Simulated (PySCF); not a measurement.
## Continuum solvent and chemical shifts

Bonds (- single, = double, # triple, : aromatic): B1-O2, O2-C3, O2-C4, C4-C5, C4-C6, C6-C7, C7-C8, C8-F9. B1 carries H10, H11, H12; C3 carries H13, H14, H15; C4 carries H16; C5 carries H17, H18, H19; C6 carries H20, H21; C7 carries H22, H23; C8 carries H24, H25. Formal charges: B1 -1, O2 +1. Stereochemistry as in [BH3-][O+](C)[C@@H](C)CCCF. H21, H23, H25 are pro-R; H20, H22, H24 are pro-S.

GIAO PBE0/pcSseg-1 in PySCF on one PBE0-D3(BJ)/def2-SVP conformer, non-relativistic, equivalent nuclei averaged. Solvents enter as an IEF-PCM continuum (benzene with ε = 2.3, acetone with ε = 20.5) around the gas-phase geometry. Shifts are referred to BF3·OEt2, TMS, CFCl3 computed in the same medium.

In benzene, δ in ppm: B1 -8.1, C4 88.0, C8 85.2, C3 66.2, C6 30.1, C7 29.6, C5 15.3, F9 -240.0, H25 4.48, H24 4.36, H13/H14/H15 3.56, H16 3.38, H10/H11/H12 2.60, H22 2.04. Dipole moment 5.62 D.

**Question.** How does each δ change in the more polar medium?

**Answer.** 
| atoms | environment | Δδ, acetone |
| --- | --- | --- |
| B1 | boron bonded to O, 3 H | -0.7 |
| C4 | sp3 CH bonded to O | +0.4 |
| C8 | sp3 CH2 bonded to F | +1.1 |
| C3 | methyl carbon bonded to O | +0.6 |
| C6 | sp3 CH2 | +0.3 |
| C7 | sp3 CH2 | +0.5 |
| C5 | methyl carbon | +0.3 |
| F9 | fluorine on an sp3 carbon | -2.3 |
| H25 | hydrogen on an sp3 CH2 bonded to F | +0.04 |
| H24 | hydrogen on an sp3 CH2 bonded to F | +0.14 |
| H13/H14/H15 | hydrogen on a methyl carbon bonded to O | +0.09 |
| H16 | hydrogen on an sp3 CH bonded to O | +0.27 |
| H10/H11/H12 | hydrogen on a boron bonded to O | -0.17 |
| H22 | hydrogen on an sp3 CH2 | -0.18 |

Changes are relative to benzene. The dipole moment becomes 6.40 D in acetone.

**Question.** Which nuclei move most (in ppm), and what does the model miss?

**Answer.** F9 (fluorine on an sp3 carbon, -2.3 ppm) in acetone. A continuum only polarises the solute; specific hydrogen bonds, the anisotropy of aromatic solvents and changes of geometry or conformer are outside it.
